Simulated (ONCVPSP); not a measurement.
B: excitation energies, all-electron against ONCV

* Element: B
* Generator: ONCVPSP 4.0.1
* Type: optimised norm-conserving Vanderbilt (ONCV)
* Functional: PBEsol
* Relativity: scalar-relativistic
* Frozen core: [He]
* Valence charge: 3
* Reference configuration: 2s2 2p1
* Partial waves: 2s: rc 1.20 bohr, ncon 3, nbas 6, qcut 5.3 1/bohr, 2 projectors, debl 0.6 Ha; 2p: rc 4.00 bohr, ncon 4, nbas 7, qcut 3.1 1/bohr, 2 projectors, debl 1 Ha; d scattering state at 0.36 Ha: rc 3.80 bohr, ncon 4, nbas 7, qcut 2.4 1/bohr, 1 projector
* Local potential: polynomial inside 1.15 bohr (lpopt 5, dvloc0 1 Ha)
* Core correction: none

Energies are relative to the spin-unpolarised reference configuration 2s2 2p1; without spin polarisation the order of configurations can differ from experiment.

Give the all-electron excitation energy and the error of the potential for: 2s2 2p0; 2s1 2p0; 2s2 2p0.5; 2s1 2p2.

```csv
valence configuration,charge,ΔE all-electron (eV),error AE − PS (meV)
2s2 2p0,+1,8.139,+291
2s1 2p0,+2,33.401,+816
2s2 2p0.5,+0.5,2.856,+50
2s1 2p2,0,5.819,-59
```

Note: no bound ghost flagged; GHOST(+) flagged for d at 27.0 eV.
